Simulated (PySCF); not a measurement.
Computed structure and properties of [Gd(NH2)2]+

System: [Gd(NH2)2]+ (singlet in the valence; each metal's 4f electrons, 7 of them, lie in its core potential, out of spins and levels); start: displaced along the imaginary mode (Cs). Method: PySCF 2.14.0, RKS PBE0, Gd lcecp-1-SVP with ECP53, N def2-SVP, H def2-SVP; non-relativistic Hamiltonian with scalar-relativistic core potentials where named; density fitting; no spin-orbit coupling.

Input of the relaxation:

```python
mol = gto.M(atom='''
Gd     0.00000     0.00359    -0.21235
N      1.73903    -0.02278     0.98709
H      1.99612    -0.79274     1.65955
H      2.29877     0.82766     1.26308
N     -1.73903    -0.02278     0.98709
H     -2.29877     0.82766     1.26308
H     -1.99612    -0.79274     1.65955''',
    basis={'Gd': 'lcecp-1-SVP', 'N': 'def2-SVP', 'H': 'def2-SVP'},
    ecp={'Gd': 'lcecp-1-SVP'},
    charge=1, spin=0)
mf = dft.RKS(mol, xc='PBE0')
mf.grids.atom_grid = (50, 194)  # f atoms: unpruned, at least (60, 302)
mf = mf.density_fit()  # fitting sets: Gd AutoAux, N def2-universal-JKFIT, H def2-universal-JKFIT
mf.conv_tol = 1e-08; mf.max_cycle = 55
mf.kernel(dm0)  # dm0: converged density of the start geometry
# quasi-Newton relaxation in Cartesian coordinates to a largest gradient under 0.00045 Eh/bohr, steps kept in the point group
```

Run from Python with OMP_NUM_THREADS=2; the lines above give its settings. Where DIIS fails, smearing, a level shift and second-order steps follow.
It took 49 s on 2 threads of Arm Neoverse V1, on a shared host, from the converged density of the start.

Course of the relaxation:

```
step  energy above end (eV)  largest force component within the symmetry (eV/Å)
   0                 0.5388                                               1.152
   1                 0.3980                                               0.253
   2                 0.2982                                               0.675
   3                 0.2620                                               1.187
   4                 0.1713                                               0.473
   5                 0.1380                                               0.838
   6                 0.0798                                               0.330
   7                 0.0552                                               0.460
  13                 0.0008                                               0.044
  14                 0.0008                                               0.094
  15                 0.0003                                               0.042
  16                 0.0002                                               0.023
  17                 0.0001                                               0.012
  18                 0.0000                                               0.017
```
(The steps between are left out.)

Relaxed geometry (C2v):

```xyz
7

Gd    0.0000    0.7871    0.0251
N     1.6607    0.0318    1.0503
H     1.6017   -0.5724    1.8746
H     2.6585    0.1609    0.8661
N    -1.6607    0.0318    1.0503
H    -2.6585    0.1609    0.8661
H    -1.6017   -0.5724    1.8746
```

```json
{"contact": "Gd1–N2 (NH2)", "Å": "2.093"}
{"contact": "Gd1–N5 (NH2)", "Å": "2.093"}
```

On the finer grid (75, 302):

The HOMO is -11.60 eV, the LUMO is -6.57 eV and the dipole about the centre of mass is 2.81 D. The set of Mulliken populations of Gd1 outside the core potential is s 2.20, p 6.14, d 1.38, f 0.06. The D3(BJ) dispersion energy (not in the energies) is -0.103 eV.

| atom | Mulliken (e) | Löwdin (e) | spin (e) |
| --- | --- | --- | --- |
| Gd1 | 1.22 | 1.04 | 0.00 |
| N2 | -0.47 | -0.23 | 0.00 |
| H3 | 0.19 | 0.11 | 0.00 |
| H4 | 0.18 | 0.11 | 0.00 |
| N5 | -0.47 | -0.23 | 0.00 |
| H6 | 0.18 | 0.11 | 0.00 |
| H7 | 0.19 | 0.11 | 0.00 |

The 4f levels lie in the core potential and are missing. Their spin isn't counted.

On the grid (50, 194), as all that follows. Harmonic modes: a minimum; lowest 134 cm⁻¹ (negative: unstable), highest 3601 cm⁻¹, zero-point energy 1.313 eV.

Taking off one NH2 (charge -1, singlet; the rest: singlet) in vacuum, both parts rigid, costs 16.96 eV; the small basis without counterpoise inflates it. Most of it is the attraction of opposite charges; other ways to part are cheaper, and one spin state was tried for the rest.

Rigid scan of NH2 along the line from its metal:

(distance to N2 (Å), energy (eV)): (1.79, 1.353), (1.89, 0.522), (1.99, 0.113), (2.09, 0.000), (2.19, 0.089), (2.29, 0.314), (2.49, 0.992), (2.79, 2.198), (3.19, 3.678), (3.69, 5.031)

One start shape was tried, so this needn't be the lowest isomer.

An lcecp potential fixes the number of 4f electrons, so in runs with it no electron can move into or out of that shell.
